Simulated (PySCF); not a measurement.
## Checking a proposed structure

A compound C$_{3}$H$_{9}$F$_{3}$OSi$_{2}$ gives the data below (simulated from a calculation) and was assigned the structure `FC(F)(F)[SiH2]OCC[SiH3]`.

$^{13}$C{$^{1}$H} NMR (computed): δ 138.0 (C), 54.1 (CH3), 19.1 (CH).

$^{1}$H NMR (400 MHz, computed): δ 5.18 (m, 1H), 5.01 (m, 1H), 4.11 (d, 3H), 3.80 (s, 3H), 1.70 (m, 1H).

Theoretical values (PySCF 2.14.0 with density-fitted response routines): GIAO PBE0/pcSseg-1 shieldings, GFN2-xTB structure. Single conformer, equivalent nuclei averaged, non-relativistic Hamiltonian, no solvent model.

Scale: $^{1}$H, $^{13}$C vs TMS (reference shieldings calculated alike).

Problem. Compare with the shifts computed for the proposed structure, pairing carbons in order of shift.

Solution. Structure with atom numbers: `[F:1][C:2]([F:3])([F:4])[SiH2:5][O:6][CH2:7][CH2:8][SiH3:9]`; H(Xn) means a hydrogen on atom n.

```csv
atom,computed for proposal,given list,difference
C2,138.6,138.0,+0.6
C7,67.3,54.1,+13.2
C8,16.3,19.1,-2.8
```

The rms difference is 7.8 ppm and the largest +13.2 ppm at C7 (sp3 CH2 bonded to O). The carbon types in order of shift don't match either: C, CH2, CH2 for the proposal against C, CH3, CH in the data. The proposal doesn't fit.

Problem. Which isomer fits?

Solution. `InChI=1S/C3H9F3OSi2/c1-7-9-2(8)3(4,5)6/h2H,9H2,1,8H3/t2-/m1/s1`.

Carbon types of the structure: 1 × C, 1 × CH, 1 × CH3, leaving 5 H on heteroatoms. δC 138.0: CF3 carbon; 3 electronegative neighbours deshield it. δC 54.1: methyl carbon bonded to O; deshielded by the electronegative neighbour. δH 4.11: hydrogen on a silicon bonded to C. δH 3.80: hydrogen on a methyl carbon bonded to O; its carbon carries O, which withdraws density.

Other isomers checked: CC([SiH3])([SiH3])OC(F)(F)F (rms 11.9 ppm); C[C@H](O[SiH2][SiH3])C(F)(F)F (rms 12.5 ppm).

The shifts were computed for this structure.

Splittings by $^{19}$F in the carbon and heteronuclear signals aren't shown, as no couplings were computed. Shifts are as computed. Against solution values, carbons near 30 ppm lie about +3 ppm off and those near 130 ppm about +5 ppm. Of 1309 compounds with measured shifts, 239 miss one by over three times the rms of a fit or turn the order of signals round; such compounds aren't used in these exercises. No couplings were computed; multiplicities are counted from neighbouring protons, with m where these are inequivalent, close in shift, in a saturated or five-membered ring or joined by F or P, and br s for small geminal =CH2 splittings.
